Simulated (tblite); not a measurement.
C5H14NPSi.
Atom-mapped SMILES: `[CH3:1][C@@H:2]1[C@@H:3]([SiH3:4])[P:5]1[N:6]([CH3:7])[CH3:8]` (hydrogens: H9, H10, H11 on C1; H12 on C2; H13 on C3; H14, H15, H16 on Si4; H17, H18, H19 on C7; H20, H21, H22 on C8)

Structure used (GFN2-xTB), in Å, numbered top down from 1:
```xyz
22
C5H14NPSi angstrom
C     -1.9881   -2.1908    0.2061
C     -1.0609   -1.0029    0.2685
C     -1.4047    0.2442   -0.5020
Si    -1.4010    1.9217    0.3597
P      0.0973   -0.6486   -1.1317
N      1.3211    0.1766   -0.2051
C      2.3019   -0.6814    0.4342
C      1.9546    1.2886   -0.8901
H     -2.3173   -2.3653   -0.8172
H     -2.8693   -2.0131    0.8241
H     -1.4935   -3.0922    0.5661
H     -0.6254   -0.8300    1.2491
H     -2.2363    0.1026   -1.1917
H     -1.3693    2.9849   -0.6496
H     -2.6543    2.0056    1.1204
H     -0.2776    2.0519    1.2826
H      3.0778   -1.0379   -0.2548
H      1.7995   -1.5446    0.8690
H      2.7891   -0.1186    1.2343
H      2.7184    0.9708   -1.6113
H      2.4335    1.9319   -0.1481
H      1.1940    1.8661   -1.4141
```

Computed with GFN2-xTB (tblite): harmonic, unscaled wavenumbers at the GFN2-xTB geometry, gas phase. Against measured fundamentals such values can be off by several per cent, at times by over 20. Modes of hydrogen on silicon can be 10 to 20 % off. One conformer, not necessarily the lowest.

Harmonic wavenumbers (cm⁻¹): 72.1, 89.8, 104.1, 125.7, 148.8, 180.8, 199.8, 210.4, 254.1, 261.2, 310.9, 317.6, 390.6, 401.5, 509.8, 543.7, 632.7, 662.3, 673.1, 762.9, 785.5, 793.2, 799.1, 948.0, 969.9, 971.7, 979.1, 1042.2, 1072.3, 1076.9, 1092.2, 1133.8, 1168.7, 1177.9, 1203.3, 1235.1, 1330.8, 1409.4, 1410.6, 1420.7, 1473.9, 1483.5, 1492.9, 1495.0, 1495.1, 1502.7, 2219.3, 2234.9, 2294.4, 2890.1, 2892.9, 2963.6, 2966.3, 2967.4, 2988.1, 2994.8, 3011.0, 3011.7, 3012.1, 3020.2.

A = 1565, B = 1248, C = 836.4 MHz; mass 147.063 u (most abundant isotopes); point group C1, symmetry number 1.

Question: Zero-point energy?

Answer: Half the sum of the wavenumbers: 38641 cm⁻¹ = 462.25 kJ/mol.

Question: What is S at 400 K and 1 bar for an ideal gas of classical rigid rotors and harmonic oscillators?

Answer: Translation 177.21, rotation 127.79, vibration 201.75: S = 506.7 J/(mol K).

Question: And Cp and H(400 K) − H(0)?

Answer: Cp = 237.31 J/(mol K), of which vibrations give 204.06 (their classical limit is 60 R = 498.9); H(400 K) − H(0) = 56.06 kJ/mol without the zero-point energy, 42.76 from vibrations.

Question: How do the functions run with temperature in this model?

Answer: 
```
T (K)  S (J/(mol K))  Cp (J/(mol K))  H − H(0) (kJ/mol)  G − H(0) (kJ/mol)  ln q(vib)
  100          297.0            92.7               5.82             -23.88       1.58
  200          377.8           144.1              17.77             -57.78       4.84
  300          445.2           191.9              34.56             -99.00       8.16
  500          564.1           276.8              81.82            -200.21      14.58
  800          714.2           361.8             178.67            -392.71      23.59
 1000          799.2           399.6             254.99            -544.23      29.11
```

q(vib) and H(0) count from the zero-point level.

Question: Blend soft modes into free rotors: weight 1/[1 + (100 cm⁻¹/ν̃)⁴] for the oscillator and the rest for a rotor with moment μB/(μ + B), μ = h/(8π²ν), B = 10⁻⁴⁴ kg m². What vibrational entropy results?

Answer: 192.34 J/(mol K) in place of 201.75, which changes −T·S at 400 K by +3.76 kJ/mol.

Question: What must be added to the electronic energy to get the Gibbs energy at 400 K and 1 bar?

Answer: ZPE + [H(400 K) − H(0)] − T·S = 462.25 + 56.06 − 202.70 = 315.61 kJ/mol.

Hindered rotation and anharmonicity are outside this model. Other conformers, if any are populated, would add a mixing term that is left out. The structure is chiral; the term R ln 2 for an equal mix with its mirror image is left out.
